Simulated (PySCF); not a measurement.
Compound: C2H3N3Si.
Bonds: N1–C2 (triple), C2–Si3, Si3–N4, Si3–C5, C5–N6 (triple). Hydrogens: H7 on Si3; H8, H9 on N4.

Method: core-valence-separated Tamm–Dancoff BHandHLYP/aug-pcX-1 (pcseg-1 on H, def2-SVPD on Si) in PySCF, non-relativistic, gas phase, PBE0-D3(BJ)/def2-SVP geometry.

Computed carbon K-edge spectrum, Gaussian lines of 0.8 eV full width, highest printed point 100; it ends one width below the last computed root. Absolute energies from this functional tend to lie a few eV below measured edges; no shift was applied.

photon energy (eV), absorption and a bar:
```
    281.8          0 
    281.9          1 
    282.0          2 #
    282.1          5 #
    282.2          9 ###
    282.3         16 #####
    282.4         27 ########
    282.5         41 ############
    282.6         58 #################
    282.7         75 #######################
    282.8         90 ###########################
    282.9         99 ##############################
    283.0        100 ##############################
    283.1         93 ############################
    283.2         80 ########################
    283.3         63 ###################
    283.4         46 ##############
    283.5         31 #########
    283.6         19 ######
    283.7         11 ###
    283.8          6 ##
    283.9          3 #
    284.0          1 
    284.1          0 
    284.2          0 
    284.3          0 
    284.4          0 
    284.5          0 
    284.6          0 
    284.7          0 
    284.8          0 
    284.9          0 
    285.0          0 
    285.1          0 
    285.2          0 
    285.3          1 
    285.4          1 
    285.5          2 #
    285.6          4 #
    285.7          6 ##
    285.8          9 ###
    285.9         12 ####
    286.0         14 ####
    286.1         17 #####
    286.2         18 #####
    286.3         19 ######
    286.4         18 ######
    286.5         18 #####
    286.6         16 #####
    286.7         15 ####
    286.8         13 ####
    286.9         11 ###
    287.0          9 ###
```

Where are the maxima, and which lines make them up?

2 maxima:
- 283.0 eV: C2/C5 (cyano carbon), 283.03 eV, f = 0.102, sum of 2, 53 % of the height at the exact maximum; C2/C5 (cyano carbon), 282.89 eV, f = 0.090, sum of 2, 47 % of the height at the exact maximum
- 286.3 eV: C2/C5 (cyano carbon), 286.14 eV, f = 0.026, sum of 2, 62 % of the height at the exact maximum; C2/C5 (cyano carbon), 286.65 eV, f = 0.020, sum of 2, 37 % of the height at the exact maximum

Roots within 0.03 eV on the same or equivalent atoms count as one line; shares under 12 % aren't listed.

Vibrational structure and lifetime widths aren't in the curve. The ionisation threshold wasn't computed; near and above it a finite basis only mimics Rydberg series and continuum.

On one thread, x86-64 server, shared host, this took 16 s of wall time.

Conformer computed: `[N:1]#[C:2][SiH:3]([NH2:4])[C:5]#[N:6]`: H–N4–Si3–C2 48°, H–N4–Si3–C2 -154°.

One conformer stands for the species.
